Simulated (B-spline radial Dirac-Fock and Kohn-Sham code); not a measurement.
**Fe²⁵⁺: scattering cross sections and density moments**

System: Fe²⁵⁺, 1s1.

The computed values come from a radial atomic solver: relativistic Hartree-Fock (Dirac-Fock) wave functions, averaged over the configuration.

| Property | Result |
| --- | --- |
| Sum of ⟨r⟩ | 0.05699 bohr |
| Sum of ⟨r²⟩ | 0.004344 bohr² |
| Sum of ⟨1/r⟩ | 26.481 per bohr |
| Langevin diamagnetic susceptibility | -0.00344 × 10⁻⁶ cm³/mol |
| Lamb shielding (α²/3)Σ⟨1/r⟩ | 470.0 ppm |

Coherent scattering is the Thomson cross section weighted by f₀², without anomalous dispersion; incoherent scattering is Klein-Nishina weighted by S. The Lamb formula is the non-relativistic shielding expression. Electron correlation is left out. A dash stands where the photon energy is too low for the impulse approximation behind that column.

| hν (keV) | coherent (b) | incoherent (b) | incoherent per electron (b) |
| --- | --- | --- | --- |
| 1 | 0.6651 | – | – |
| 2 | 0.6647 | – | – |
| 5 | 0.6618 | – | – |
| 10 | 0.6516 | – | – |
| 17.4793 | 0.6252 | – | – |
| 20 | 0.6136 | – | – |
| 200 | 0.06720 | 0.3466 | 0.347 |
| 500 | 0.01242 | 0.2775 | 0.277 |
